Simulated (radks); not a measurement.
Values are calculated unless marked as measured or tabulated.
Problem. Radial electron density D(r) = 4 pi r^2 rho(r) of an atom or ion with 54 electrons. Code: a radial shooting solver on a logarithmic mesh with Libxc functionals. Model: Dirac Kohn-Sham, PBE, spin-unpolarised, spherical densities, point nucleus.

r (bohr),D(r) (e/bohr)
0.002021,8.375
0.002334,10.50
0.002674,12.93
0.003088,16.03
0.003538,19.50
0.004054,23.54
0.004681,28.48
0.005363,33.74
0.006194,39.90
0.007097,46.12
0.00813,52.55
0.00939,59.26
0.01076,65.13
0.01242,70.37
0.01423,73.96
0.01631,75.88
0.01883,75.94
0.02158,74.29
0.02492,71.36
0.02855,68.48
0.03271,66.73
0.03777,67.42
0.04328,71.25
0.04998,78.41
0.05726,86.66
0.0656,93.94
0.07576,97.68
0.0868,95.74
0.09945,88.88
0.1148,79.41
0.1316,72.75
0.152,71.79
0.1741,76.49
0.1995,82.45
0.2304,83.50
0.2639,75.49
0.3048,59.11
0.3492,42.63
0.4001,31.95
0.462,29.60
0.5293,32.53
0.6113,34.62
0.7004,31.91
0.8024,25.25
0.9267,17.43
1.062,12.11
1.226,9.273
1.405,8.086
1.609,7.006
1.859,5.353
2.129,3.534
2.459,1.876
2.818,0.8494
3.228,0.3144
3.728,0.08564
4.271,0.01912
4.933,0.002818
5.651,0.0003265

What is the nuclear charge?

Solution. Z = 57. The innermost maximum, from 1s, lies near gamma/Z bohr with gamma = sqrt(1 - (Z/c)^2) = 0.909, here 0.016 bohr (found: 0.0175), and its height grows with Z. The density is that of the lanthanum ion La3+ in [Xe]; the configuration itself is not fixed sharply by these data, and Z only to a few units. D(r) has 4 maxima, at r = 0.0175, 0.0776, 0.220, 0.606 bohr, and minima at 0.0340, 0.144, 0.447 bohr, inside which lie 2.02, 11.15, 28.97 electrons.
